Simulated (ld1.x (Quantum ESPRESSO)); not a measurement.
## Transferability test, TM potential for Fe (Z = 26)

ld1.x (Quantum ESPRESSO) 7.5 input, shortened:

```
&input
   title='Fe', zed=26., rel=0, dft='PBE', iswitch=3,
   config='[Ar] 3d6 4s0 4p0'
 /
 &inputp
   pseudotype=2, tm=.true., lloc=1,
   nlcc=.true.
 /
3
4S  1  0   0.00   0.00  2.00  2.00  0.0
3D  3  2   6.00   0.00  1.35  1.35  0.0
3P  2  1   6.00   0.00  0.75  0.75  0.0
 &test
   configts(1)='3p6 3d6 4s0 4p0'
 /
```

Energies are relative to the spin-unpolarised reference configuration 3p6 3d6 4s0 4p0; without spin polarisation the order of configurations can differ from experiment. The frozen-core shift is the all-electron ΔE with the core orbitals held at their reference shape minus the fully relaxed ΔE.

```json
{"valence configuration": "3p6 3d6 4s2 4p0", "charge": "0", "ΔE all-electron (eV)": "-24.593", "error AE − PS (meV)": "-27", "frozen-core shift (meV)": "+1.0"}
{"valence configuration": "3p6 3d6 4s1 4p0", "charge": "+1", "ΔE all-electron (eV)": "-15.993", "error AE − PS (meV)": "-10", "frozen-core shift (meV)": "+0.3"}
{"valence configuration": "3p6 3d5 4s0 4p0", "charge": "+3", "ΔE all-electron (eV)": "34.438", "error AE − PS (meV)": "-29", "frozen-core shift (meV)": "+41"}
{"valence configuration": "3p6 3d7 4s0 4p0", "charge": "+1", "ΔE all-electron (eV)": "-18.416", "error AE − PS (meV)": "-15", "frozen-core shift (meV)": "+13"}
{"valence configuration": "3p5 3d6 4s2 4p0", "charge": "+1", "ΔE all-electron (eV)": "42.717", "error AE − PS (meV)": "-368", "frozen-core shift (meV)": "+50"}
{"valence configuration": "3p6 3d6 4s0 4p1", "charge": "+1", "ΔE all-electron (eV)": "-11.099", "error AE − PS (meV)": "+12", "frozen-core shift (meV)": "+0.1"}
{"valence configuration": "3p6 3d4 4s0 4p0", "charge": "+4", "ΔE all-electron (eV)": "87.826", "error AE − PS (meV)": "-116", "frozen-core shift (meV)": "+232"}
```

Levels in the configuration 3p6 3d7 4s0 4p0:

```json
{"level": "3p", "all-electron (eV)": "-62.766", "pseudo (eV)": "-62.708"}
{"level": "3d", "all-electron (eV)": "-11.562", "pseudo (eV)": "-11.540"}
```

Note: ghost state, extra bound levels that the all-electron valence spectrum of the same l lacks: s at -90.8 eV. A true bound ghost makes a file unfit for plane-wave use.
